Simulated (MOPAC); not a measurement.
MOPAC input (PM6):

```
PM6 FORCE THERMO(298,298) PRECISE LET GEO-OK AUX(PRECISION=9) THREADS=1
ClO2Ta

Ta    0.25895573 1    0.08876284 1    0.34838745 1
O     1.29655933 1   -0.80920086 1   -0.60531187 1
O    -0.70601129 1   -1.12852605 1    0.96452648 1
Cl   -1.18541120 1    0.67214569 1   -1.37545815 1
```

Output:

```
 *******************************************************************************
 **                                                                           **
 **                              MOPAC v23.2.5                                **
 **                                                                           **
 *******************************************************************************
 ** MOPAC's Digital Object Identifier: https://doi.org/10.5281/zenodo.6511958 **
 **                                                                           **
 ** Please cite the open-source release paper for use of this MOPAC version:  **
 ** J. E. Moussa and J. J. P. Stewart (2026)                                  **
 ** MOPAC: An open-source semiempirical molecular orbital program             **
 ** J. Open Source Softw., 11(119), 8025, https://doi.org/10.21105/joss.08025 **
 *******************************************************************************

                              PM6 CALCULATION RESULTS

 *******************************************************************************
 *  PM6        - The PM6 Hamiltonian to be used
 *  GEO-OK     - OVERRIDE INTERATOMIC DISTANCE AND OTHER SAFETY CHECKS
 *  LET        - OVERRIDE SOME SAFETY CHECKS
 *  PRECISE    - TIGHTER CRITERIA TO BE USED
 *  FORCE      - FORCE CALCULATION SPECIFIED
 *  AUX        - OUTPUT AUXILIARY INFORMATION
 *  THERMO     - THERMODYNAMIC QUANTITIES TO BE CALCULATED
 *******************************************************************************
PM6 FORCE THERMO(298,298) PRECISE LET GEO-OK AUX(PRECISION=9) THREADS=1
 ClO2Ta

   ATOM   CHEMICAL          X               Y               Z
  NUMBER   SYMBOL      (ANGSTROMS)     (ANGSTROMS)     (ANGSTROMS)

     1      Ta          0.25895573  *   0.08876284  *   0.34838745  *
     2       O          1.29655933  *  -0.80920086  *  -0.60531187  *
     3       O         -0.70601129  *  -1.12852605  *   0.96452648  *
     4      Cl         -1.18541120  *   0.67214569  *  -1.37545815  *

          CARTESIAN COORDINATES

    NO.       ATOM           X           Y           Z

     1        Ta          0.2590      0.0888      0.3484
     2         O          1.2966     -0.8092     -0.6053
     3         O         -0.7060     -1.1285      0.9645
     4        Cl         -1.1854      0.6721     -1.3755

 General Reference for PM6:
 "Optimization of Parameters for Semiempirical Methods V: Modification of NDDO Approximations
 and Application to 70 Elements", J. J. P. Stewart, J. Mol. Mod., 13, 1173-1213 (2007)
 URL: https://link.springer.com/article/10.1007/s00894-007-0233-4

           Empirical Formula: O2 Ta Cl  =     4 atoms

      MOLECULAR POINT GROUP   :   Cs

      RHF CALCULATION, NO. OF DOUBLY OCCUPIED LEVELS = 12

          HEAT OF FORMATION =    -190.477952 KCALS/MOLE

          CARTESIAN COORDINATE DERIVATIVES

   NUMBER  ATOM         X            Y            Z

     1      Ta      0.009029    -0.018670    -0.011209
     2       O     -0.009662     0.000125     0.005372
     3       O     -0.002535     0.014748     0.005380
     4      Cl      0.003168     0.003797     0.000457

 DIPOLE           X         Y         Z       TOTAL
 POINT-CHG.    -1.807    -2.163    -3.839     4.763
 HYBRID        -0.281    -0.336    -0.219     0.490
 SUM           -2.088    -2.499    -4.057     5.203

          GRADIENT NORM =   0.03091

          MOLECULAR WEIGHT =  248.40

          ROTATIONAL CONSTANTS IN CM(-1)

          A =    0.20550735   B =    0.08448381   C =    0.07568641

           PRINCIPAL MOMENTS OF INERTIA IN UNITS OF 10**(-40)*GRAM-CM**2

          A =      136.2129   B =      331.3387   C =      369.8518

          ORIENTATION OF MOLECULE IN FORCE CALCULATION

    NO.       ATOM         X         Y         Z

     1         Ta      -0.0562   -0.0672   -0.3278
     2          O       1.6149   -0.0672   -0.3278
     3          O      -0.3529    1.5773   -0.3278
     4         Cl      -0.2827   -0.3383    1.9686

    FIRST DERIVATIVES WILL BE USED IN THE CALCULATION OF SECOND DERIVATIVES

    FOR POINT-GROUP Cs   THERE ARE   2 UNIQUE SYMMETRY FUNCTIONS.


(To convert to Hartree/Bohr^2, multiply by (10^(-21) x N x a0^2)/(4.184 x 627.51) =  0.0642)

           FORCE MATRIX IN MILLIDYNES/ANGSTROM

                 Ta  1       O  2       O  3      Cl  4
 ------------------------------------------------------
    Ta    1  12.754737
     O    2   8.386654   8.888731
     O    3   8.385334   1.702730   8.888731
    Cl    4   1.498193   0.683176   0.683159   1.741101

          HEAT OF FORMATION =    -190.477952 KCALS/MOLE

          ZERO POINT ENERGY       4.490 KCAL/MOL

           NORMAL COORDINATE ANALYSIS (Total motion = 1 Angstrom)

   Root No.       1         2         3         4         5         6

                 1 A"      1 A'      2 A'      3 A'      2 A"      4 A'

                 223.0     234.7     302.7     370.2     923.5    1086.5

           1    0.0297   -0.0164    0.0126   -0.0388   -0.0488   -0.0314
           2   -0.0248   -0.0196    0.0150   -0.0465    0.0408   -0.0376
           3   -0.0000   -0.0781   -0.0899    0.0073    0.0000   -0.0042
           4    0.0298   -0.0179   -0.0276   -0.0164    0.4682    0.4621
           5    0.0450   -0.0140    0.0852    0.4481   -0.0000   -0.0174
           6   -0.3809    0.3778   -0.1295    0.0046    0.0001   -0.0041
           7   -0.0389   -0.0106    0.0888    0.4439    0.0831   -0.0992
           8   -0.0373   -0.0202   -0.0121    0.0634   -0.4608    0.4517
           9    0.3809    0.3778   -0.1295    0.0046   -0.0001   -0.0041
          10   -0.1473    0.0964   -0.0918    0.0053    0.0000   -0.0036
          11    0.1231    0.1153   -0.1098    0.0063   -0.0000   -0.0043
          12    0.0000    0.0574    0.5755   -0.0413   -0.0000    0.0253

           MASS-WEIGHTED COORDINATE ANALYSIS (NORMAL COORDINATES)

   Root No.       1         2         3         4         5         6

                 1 A"      1 A'      2 A'      3 A'      2 A"      4 A'

                 223.0     234.7     302.7     370.2     923.5    1086.5

           1    0.1588   -0.0849    0.0440   -0.1951   -0.2357   -0.1562
           2   -0.1328   -0.1015    0.0526   -0.2335    0.1970   -0.1869
           3   -0.0000   -0.4050   -0.3143    0.0366    0.0000   -0.0210
           4    0.0474   -0.0277   -0.0287   -0.0244    0.6729    0.6839
           5    0.0716   -0.0216    0.0886    0.6693   -0.0000   -0.0258
           6   -0.6064    0.5829   -0.1347    0.0068    0.0002   -0.0061
           7   -0.0620   -0.0164    0.0923    0.6630    0.1195   -0.1468
           8   -0.0594   -0.0311   -0.0125    0.0948   -0.6622    0.6685
           9    0.6064    0.5829   -0.1347    0.0068   -0.0002   -0.0061
          10   -0.3491    0.2213   -0.1420    0.0118    0.0001   -0.0079
          11    0.2917    0.2648   -0.1700    0.0141   -0.0001   -0.0095
          12    0.0000    0.1319    0.8910   -0.0918   -0.0000    0.0557

          DESCRIPTION OF VIBRATIONS

 VIBRATION          1    1A"         ATOM PAIR     ENERGY CONTRIBUTION    RADIAL
 FREQUENCY           223.00         Ta1 -- O 3         +42.6% ( 61.6%)      2.9%
 TRANSITION DIPOLE   0.1974         Ta1 -- O 2         +42.6% ( 61.6%)      2.9%
 TRAVEL (Ang.)       0.2182         Ta1 -- Cl4         +14.8% ( 36.3%)      0.0%
 REDUCED MASS        6.3529
 EFFECTIVE MASS     29.3256
 FORCE CONSTANT      0.1861

 VIBRATION          2    1A'         ATOM PAIR     ENERGY CONTRIBUTION    RADIAL
 FREQUENCY           234.68         Ta1 -- O 2         +40.7% ( 63.5%)      0.3%
 TRANSITION DIPOLE   2.0670         Ta1 -- O 3         +40.7% ( 63.5%)      0.3%
 TRAVEL (Ang.)       0.1667         Ta1 -- Cl4         +18.7% ( 43.1%)     40.6%
 REDUCED MASS       10.3454
 EFFECTIVE MASS     41.5830
 FORCE CONSTANT      0.3357

 VIBRATION          3    2A'         ATOM PAIR     ENERGY CONTRIBUTION    RADIAL
 FREQUENCY           302.69         Ta1 -- Cl4         +92.4% ( 97.7%)     99.3%
 TRANSITION DIPOLE   4.8888         Ta1 -- O 3          +3.8% ( 19.8%)     13.6%
 TRAVEL (Ang.)       0.0906         Ta1 -- O 2          +3.8% ( 19.8%)     13.6%
 REDUCED MASS       27.1472
 EFFECTIVE MASS     45.0889
 FORCE CONSTANT      1.4654

 VIBRATION          4    3A'         ATOM PAIR     ENERGY CONTRIBUTION    RADIAL
 FREQUENCY           370.22         Ta1 -- O 2         +45.6% ( 55.8%)      3.4%
 TRANSITION DIPOLE   1.2041         Ta1 -- O 3         +45.6% ( 55.8%)      3.4%
 TRAVEL (Ang.)       0.1505         Ta1 -- Cl4          +8.8% ( 24.5%)     25.7%
 REDUCED MASS        8.0398
 EFFECTIVE MASS     28.2433
 FORCE CONSTANT      0.6493

 VIBRATION          5    2A"         ATOM PAIR     ENERGY CONTRIBUTION    RADIAL
 FREQUENCY           923.52         Ta1 -- O 2         +49.6% ( 77.0%)     95.5%
 TRANSITION DIPOLE   7.3692         Ta1 -- O 3         +49.6% ( 77.0%)     95.5%
 TRAVEL (Ang.)       0.0945         Ta1 -- Cl4          +0.8% (  9.6%)      0.0%
 REDUCED MASS        8.1719
 EFFECTIVE MASS     23.9516
 FORCE CONSTANT      4.1064

 VIBRATION          6    4A'         ATOM PAIR     ENERGY CONTRIBUTION    RADIAL
 FREQUENCY          1086.47         Ta1 -- O 3         +49.7% ( 65.8%)     96.4%
 TRANSITION DIPOLE   3.3920         Ta1 -- O 2         +49.7% ( 65.8%)     96.4%
 TRAVEL (Ang.)       0.0900         Ta1 -- Cl4          +0.5% (  6.9%)      2.8%
 REDUCED MASS        7.6701
 EFFECTIVE MASS     20.9593
 FORCE CONSTANT      5.3344

      SYMMETRY NUMBER FOR POINT-GROUP Cs  =  1

          SYSTEM IS A GROUND STATE

 ClO2Ta

          MOLECULE IS NOT LINEAR

          THERE ARE  6 GENUINE VIBRATIONS IN THIS SYSTEM
          THIS THERMODYNAMICS CALCULATION IS LIMITED TO
          MOLECULES WHICH HAVE NO INTERNAL ROTATIONS

                    CALCULATED THERMODYNAMIC PROPERTIES
                                          *
   TEMP. (K)   PARTITION FUNCTION   H.O.F.    ENTHALPY  HEAT CAPACITY ENTROPY
                                   KCAL/MOL   CAL/MOLE    CAL/K/MOL  CAL/K/MOL

 298.00  VIB.     0.3558D+01                  1169.7322     7.5541     6.4475
         ROT.     0.1457D+06                   888.2803     2.9808    26.6079
         INT.     0.5186D+06                  2058.0125    10.5350    33.0555
         TRA.     0.3785D+28                  1480.4672     4.9680    42.4279
         TOT.                     -190.478    3538.4797    15.5030    75.4834

   *: NOTE: HEATS OF FORMATION ARE RELATIVE TO THE
            ELEMENTS IN THEIR STANDARD STATE AT 298K
              (=  Standard Enthalpy of Formation).

            Hvib:  Zero-point energy is not included.
                   frequencies of less than zero cm-1 are not included.
            Hrot = (3/2)RT
            Htra = (3/2)RT + pV = (5/2)RT

            Heat capacity is Cp, not Cv

          For more information, see: HTTP://OpenMOPAC.net/Manual/thermochemistry.html

           FORCE CONSTANT IN CARTESIAN COORDINATES (Millidynes/A)

    ATOM   CHEMICAL       X               Y               Z
   NUMBER   SYMBOL  FORCE CONSTANT  FORCE CONSTANT  FORCE CONSTANT

      1      Ta        8.876018        8.904774        2.001959
      2       O        8.848334        0.596533        0.365041
      3       O        0.932779        8.512090        0.365040
      4      Cl        0.223626        0.227311        1.639772

 **********************
 *                    *
 * JOB ENDED NORMALLY *
 *                    *
 **********************

 == MOPAC DONE ==
```
